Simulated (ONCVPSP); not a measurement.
# scandium: variants of one ONCV potential

Base potential:

scandium (Sc), optimised norm-conserving Vanderbilt (ONCV), made with ONCVPSP 4.0.1 (LDA (Perdew-Wang 92), scalar-relativistic). Core [Ne], reference 3s2 3p6 3d1 4s1.5 4p0.5. Waves: 3s+4s: rc 1.60 bohr, ncon 4, nbas 7, qcut 9.5 1/bohr, 2 projectors; 3p+4p: rc 2.15 bohr, ncon 4, nbas 8, qcut 7.1 1/bohr, 2 projectors; 3d: rc 1.45 bohr, ncon 4, nbas 8, qcut 6.3 1/bohr, 2 projectors, debl 1.7 Ha. Local part: polynomial inside 0.95 bohr (lpopt 5, dvloc0 0 Ha). Core correction: Teter function, fcfact 5.25, rcfact 1.3.

Cutoffs, loose and tight: the cutoffs (Ha) at which the residual kinetic energy of the hardest occupied pseudo-wave falls to 1 and 0.1 mHa per electron. They do not see the model core or the augmentation charge, which bear on the density cutoff. Test errors are all-electron minus pseudo excitation energies from the reference, over the configurations 3s2 3p6 3d1 4s2 4p0; 3s2 3p6 3d1 4s1 4p0; 3s2 3p6 3d1 4s0 4p0; 3s2 3p6 3d0 4s0 4p0. A dash means not determined; rows that change the core or the reference have their own tests. The largest error is taken over the tests solved by every variant that gives reliable tests at all: 3s2 3p6 3d1 4s0 4p0; 3s2 3p6 3d1 4s1 4p0; 3s2 3p6 3d1 4s2 4p0.

```tsv
change	outcome	cutoff, loose	cutoff, tight	bound ghosts	GHOST(+) flags above zero	largest test error (meV)
base	generated	101 Ha	118 Ha	none	none	-1.1
d: qcut 3.7	failed: ERROR pspot: first pseudo wave function has node, program will stop	–	–	–	–	–
d: qcut 5.1	generated	111 Ha	143 Ha	none	none	-1.2
d: qcut 6.5	generated	99 Ha	117 Ha	none	none	-1.1
d: qcut 7.4	generated	43 Ha	108 Ha	none	none	-1.0
d: qcut 8.2	generated	31 Ha	77 Ha	none	none	-0.9
d: qcut 8.6	generated	33 Ha	47 Ha	none	none	-0.9
d: qcut 9.4	generated	36 Ha	41 Ha	none	none	-0.9
```

Question: What comes out with this change to the base: d: qcut 5.9?

Answer: outcome: generated; cutoff, loose: 106 Ha; cutoff, tight: 123 Ha; bound ghosts: none; GHOST(+) flags above zero: none; largest test error (meV): -1.1.

Question: What comes out with this change to the base: d: qcut 4.6?

Answer: outcome: generated; cutoff, loose: 113 Ha; cutoff, tight: 147 Ha; bound ghosts: none; GHOST(+) flags above zero: none; largest test error (meV): -1.2.

Reading the sweep of the qcut of the d channel (base included, trends over the rows without a ghost): The loose cutoff is not monotonic: lowest 31 Ha at 8.2 1/bohr, highest 113 Ha at 4.6 1/bohr. The generation fails at 3.7 1/bohr.
